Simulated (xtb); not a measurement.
2-(furan-2-yl)-1,3-thiazole (C7H5NOS), SMILES c1(ccco1)-c1sccn1. All values are semi-empirical tight-binding results from xtb (GFN2-xTB unless named), good for trends rather than for accurate numbers. Geometry optimised at GFN2-xTB. Other conformers were not sampled.

Computed properties:
```
Item                                            Result
---------------------------------------  -------------
point group as xtb finds it                         Cs
orbital gap                                    2.82 eV
zero-point energy                        64.5 kcal/mol
G − E(el) at 298.15 K (modified RRHO)    43.4 kcal/mol
static polarisability (D4 model)           105.2 bohr³
solvation energy, GFN2-xTB/ALPB(water)   -1.6 kcal/mol
solvation energy, GFN2-xTB/ALPB(hexane)  -6.9 kcal/mol
```
